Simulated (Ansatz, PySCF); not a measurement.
System: P₂H₃, charge 0, doublet. P2H3 (SMILES [PH]P, doublet).
B3LYP-D3(BJ)/def2-TZVP minimum from Ansatz (a first-principles code):
```xyz
5

P      0.9614    -0.4387     0.4296
P     -0.8856     0.3194    -0.4691
H      1.6950     0.7069     0.0100
H     -1.0442     1.5226     0.2657
H     -1.7869    -0.4398     0.3160
```
Charge 0, spin multiplicity 2.

Atomisation energy term by term, kcal/mol (programs: Ansatz). Radicals and triplets start from unrestricted determinants; spin-orbit coupling is neglected. Cores are frozen in correlated methods. Rows without X2C or -DK are non-relativistic. CBS(X,Y): correlation extrapolated as X^-3, Hartree-Fock from the larger set. A bracket is a step between two methods taken in the basis named. 'core' is core correlation in cc-pwCVTZ (1s frozen past Ne), 'X2C' scalar relativity in cc-pVTZ-DK, both at CCSD(T). For partners of very few electrons the exact lower level stands in for a higher one.

| term | basis | kcal/mol |
|---|---|---|
| Hartree-Fock | cc-pV(Q+d)Z | 189.86 |
| CCSD correlation | CBS(cc-pV(T+d)Z,cc-pV(Q+d)Z) | 91.90 |
| (T) | CBS(cc-pV(T+d)Z,cc-pV(Q+d)Z) | 5.06 |
| CCSDT(Q) - CCSD(T) | cc-pV(T+d)Z | 0.40 |
| core correlation | cc-pwCVTZ | 0.70 |
| scalar relativity | X2C, cc-pVTZ-DK | -0.70 |
| minus zero-point energy | Hessian by PySCF at B3LYP-D3(BJ)/def2-TZVP | -15.86 |
| sum: D0 |  | 271.4 |

The step beyond CCSD(T) by other levels: CCSDT(Q) in cc-pV(D+d)Z 0.63 kcal/mol.
